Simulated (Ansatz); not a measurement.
Consider the cleavage of the B–Sb bond: `C[BH][Sb]([F])[F]` + H–F → `CBF` + `[F][SbH][F]`.

Gas-phase electronic energies from Ansatz, PBE0-D4/def2-TZVP geometries. CCSD(T)/CBS adds triple-zeta CCSD(T) − MP2 to the extrapolated MP2 energy (def2 sets, frozen cores). This one scheme is used for every species. DFT in def2-TZVPP. Elements past krypton have def2 core potentials. For Sb outer-core shells are correlated without core-valence functions, which leaves a few kJ/mol of doubt a bond. One conformer a species, not always the lowest.

| level | ΔE (kJ/mol) |
| --- | --- |
| PBE-QIDH | -156.6 |
| CCSD(T)/def2-SVP | -177.1 |
| CCSD(T)/def2-TZVPP | -157.0 |
| CCSD/CBS(def2) | -152.2 |

(1) What does CCSD(T)/CBS give? (Best estimate.)

Largest T1 diagnostic among the species: 0.015.

## Answers

(1) Computed: -149.2 kJ/mol. The listed levels differ from it by -7.4, -27.9, -7.8, -3.0 kJ/mol.

At CCSD(T), def2-SVP lies −27.9 kJ/mol from the extrapolated value and def2-TZVPP −7.8 kJ/mol. From BLYP to BHLYP (50 % exact exchange), in def2-TZVPP and without D4, ΔE moves by −4.3 kJ/mol. The D4 term adds +10.0 kJ/mol with B3LYP and +5.5 kJ/mol with PBE0; it sums over pairs of atoms, weighted by their polarisabilities, and B3LYP, whose exchange is more repulsive, gets the larger term.

CCSD(T)/CBS has its own doubt, a few kJ/mol and more with outer-core shells, so smaller differences from it don't rank the levels.

B3LYP here is the variant with VWN-RPA as its local correlation; programs differ in this.
